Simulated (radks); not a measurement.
The oxygen anion O2-, [Ne], held by a Watson sphere: a shell of charge +2.64 at radius R that stands for the Madelung well of a crystal (potential energy -2.64/R inside, -2.64/r outside, in hartree with lengths in bohr). Calculated with a radial shooting solver on a logarithmic mesh with Libxc functionals: non-relativistic Kohn-Sham, PBE, spin-polarised, spherical densities, point nucleus. Response by self-consistent Sternheimer equations with the Hartree and adiabatic LDA kernel. The sphere does not respond.

R (bohr),e(1s) (eV),e(2s) (eV),e(2p) (eV),<r> 2p (bohr),sum of <r^2> (bohr^2),X-ray form factor at sin(theta)/lambda = 0.3 1/angstrom,alpha (bohr^3)
1.83,-514.73,-30.365,-15.717,1.392,18.73,4.262,8.622
1.97,-514.46,-29.271,-14.803,1.427,19.70,4.200,9.997
2.13,-514.11,-28.135,-13.832,1.467,20.80,4.147,11.80
2.46,-513.30,-26.139,-12.064,1.541,23.03,4.082,16.42
2.54,-513.09,-25.717,-11.680,1.558,23.56,4.072,17.75
2.55,-513.07,-25.666,-11.634,1.561,23.63,4.071,17.92
2.65,-512.81,-25.173,-11.179,1.582,24.30,4.062,19.74
3.45,-510.97,-22.191,-8.303,1.734,29.75,4.043,40.92
